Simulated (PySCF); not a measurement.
## ClZrN + HBr → BrZrN + HCl

Level: PBE0 in the def2-TZVP basis family, computed in PySCF with density fitting; scalar-relativistic core potentials for atoms from Rb on, none lighter, no spin–orbit coupling; open shells unrestricted.

| species | state and structure | E (Eh) | ZPE (kJ/mol) | H(298 K) − H(0) (kJ/mol) | S° (J/(mol K)) |
| --- | --- | --- | --- | --- | --- |
| ClZrN | singlet, Cs, Zr–Cl 2.410 Å, Zr–N 1.689 Å; Cl–Zr–N 112.1° | -561.81298 | 9.6 | 12.4 | 290.3 |
| HBr | singlet, C∞v, H–Br 1.421 Å | -2574.45811 | 16.0 | 8.7 | 198.5 |
| BrZrN | singlet, Cs, Zr–Br 2.568 Å, Zr–N 1.687 Å; Br–Zr–N 113.2° | -2675.61036 | 8.9 | 12.9 | 302.2 |
| HCl | singlet, C∞v, H–Cl 1.279 Å | -460.66440 | 17.9 | 8.7 | 186.6 |

Task: What is the electronic reaction energy?

Result: At PBE0/def2-TZVP, ΔE = -9.6 kJ/mol from the differences of the total energies times 2625.5, downhill. 

Task: Add zero-point, thermal and entropy terms for 298.15 K and 1 bar.

Result: ΔZPE = 1.2 and Δ[H(298) − H(0)] = 0.5 kJ/mol give ΔH° = -7.9 kJ/mol. ΔS° = 0.0 J/(mol K), so ΔG° = -7.9 − 298.15 × (0.0000) = -8 kJ/mol and log₁₀K = 1.4.

Each species is the lowest minimum found with this bonding; other isomers or fragments can lie lower.
